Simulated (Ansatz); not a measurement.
```yaml
crystal:
  periodic: [false, false, false]
  atoms:
    - {symbol: C, position_ang: [-0.108391, 0.438120, 1.680509]}
    - {symbol: S, position_ang: [1.022307, 0.262708, 0.618570]}
    - {symbol: C, position_ang: [0.983174, -1.306429, 0.579073]}
    - {symbol: In, position_ang: [-0.377301, 0.556246, -1.039643]}
    - {symbol: O, position_ang: [0.693154, 0.467001, -2.218143]}
    - {symbol: O, position_ang: [-0.932082, 2.064483, -0.583351]}
    - {symbol: O, position_ang: [-1.313461, -0.880411, -0.686938]}
    - {symbol: H, position_ang: [-0.856533, -0.114352, 1.247372]}
    - {symbol: H, position_ang: [0.176728, 0.205724, 2.551824]}
    - {symbol: H, position_ang: [-0.350304, 1.155393, 1.399354]}
    - {symbol: H, position_ang: [1.793231, -1.517595, -0.077071]}
    - {symbol: H, position_ang: [0.259341, -1.446483, 0.349663]}
    - {symbol: H, position_ang: [1.453976, -1.622645, 1.424873]}
    - {symbol: H, position_ang: [0.473590, -0.196594, -3.036246]}
    - {symbol: H, position_ang: [-0.746339, 2.709929, -1.171977]}
    - {symbol: H, position_ang: [-1.826052, -0.607750, -0.609828]}
basis:
  gaussian: {orbitals: ANO-RCC-VTZP}
hamiltonian: {xc: {name: BLYP}, dispersion: d3bj, pseudopotentials: {relativity: none}}
```

```sh
$ ansatz run in.yaml --threads 2 --pin off --events-out ev --progress --plain --max-ram 31744MiB --backend cuda --devices 0, --max-vram 18GiB
```

Shortened log:

```
Functional definition: BLYP
2551 factors; their error is unknown
mean field evaluation 1: about -171277.6844 eV, gradient 1.8e2 eV
mean field evaluation 2: about -170877.6068 eV, gradient 3.8e2 eV
mean field evaluation 4: about -171325.1688 eV, gradient 4.1e1 eV
mean field evaluation 8: about -171328.1752 eV, gradient 4.3e-1 eV
mean field evaluation 16: about -171328.0889 eV, gradient 2.4e-2 eV
mean field -171328.08893452 eV, -6296.1911379940 hartree, gradient 7.1e-5 eV, S^2 0.000000; 0 other end points of the search recorded, 0 dependent functions left out
reference -171328.08944126 eV, -6296.1911566165 hartree; 55, 55 occupied and 323, 323 virtual orbitals, 2551 factors
WARN: the results are in doubt because the basis set is contracted for relativity, which is off
Total energy: -171329.18333499 eV, -6296.2313564694 hartree
In doubt: the basis set is contracted for relativity, which is off
```

**Question.** Something in this input is off. What?

**Answer.** The geometry is squeezed to about two thirds of its size. The run converged. The result belongs to that input, not to the molecule as meant.
